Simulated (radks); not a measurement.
The numbers below are computed, except where a source is named.
Spherical quantum dot in the effective-mass picture: electrons in a hard-walled sphere of radius 1.45, with a point charge +1 (a donor) at the centre, all in effective atomic units (hartree* = m*/eps^2 hartree, bohr* = eps/m* bohr), one dielectric constant everywhere. Level of theory: non-relativistic Kohn-Sham, PBE, spin-polarised, spherical densities (a radial shooting solver with Libxc functionals). Levels are named by radial order and angular momentum (1s, 1p, 1d, 2s, ...), and open shells are averaged over m.

N = 27, configuration 1s2 1p6 1d10 2s2 1f(up 7, down 0). This is the lowest configuration that the search found. Occupied and some empty levels:

level    occupation  eigenvalue (hartree*)  <r> (bohr*)
1s up             1                 26.336       0.8610
1s down           1                 26.513       0.8529
1p up             3                 28.035       0.9502
1p down           3                 28.251       0.9468
1d up             5                 30.528        1.003
1d down           5                 30.764        1.001
2s up             1                 33.037       0.6512
2s down           1                 33.125       0.6555
1f up             7                 33.760        1.041
1f down           0                 34.008        1.040
1g up             0                 37.677        1.072
1g down           0                 37.933        1.071
2p up             0                 38.029       0.7570
2p down           0                 38.137       0.7572
2d up             0                 43.318       0.8249
2d down           0                 43.453       0.8242

Energy (hartree*): total 498.784, kinetic 220.51, external -31.625, Hartree 341.63, exchange-correlation -31.733.
